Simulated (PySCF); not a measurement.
# Strontium: a sound run and one with changed settings

Sound run: Sr⁺ [Kr] 5s1, Sr²⁺ [Kr]. Calculation: PySCF 2.14, in def2-TZVP with the def2 core potential (28 electrons) (6s4p3d, 33 functions); a scalar-relativistic core potential. The sound run starts from symmetry-adapted Hartree-Fock orbitals and uses a fine grid where one is needed.

Changed run: basis STO-3G, all-electron and non-relativistic. This setting is unsound on purpose.

```json
{"species": "Sr⁺", "method": "UHF", "sound run (hartree)": "-30.17277", "changed run (hartree)": "-3099.06918", "converged": "yes"}
{"species": "Sr⁺", "method": "M06-L", "sound run (hartree)": "-30.47174", "changed run (hartree)": "-3100.51988", "converged": "yes"}
{"species": "Sr⁺", "method": "PBE0", "sound run (hartree)": "-30.47116", "changed run (hartree)": "-3100.23689", "converged": "yes"}
{"species": "Sr²⁺", "method": "UHF", "sound run (hartree)": "-29.78903", "changed run (hartree)": "-3098.74850", "converged": "yes"}
{"species": "Sr²⁺", "method": "M06-L", "sound run (hartree)": "-30.09356", "changed run (hartree)": "-3100.19208", "converged": "yes"}
{"species": "Sr²⁺", "method": "PBE0", "sound run (hartree)": "-30.06517", "changed run (hartree)": "-3099.88181", "converged": "yes"}
```

Ionisation energy of Sr⁺:

```csv
method,sound run (eV),changed run (eV)
UHF,10.442,8.726
M06-L,10.291,8.920
PBE0,11.048,9.662
```

A minimal basis cannot let orbitals breathe on ionisation and holds almost no correlation. The Hamiltonian changed with the basis, so the totals do not compare.

For comparison, NIST gives 11.030 eV between the lowest levels.
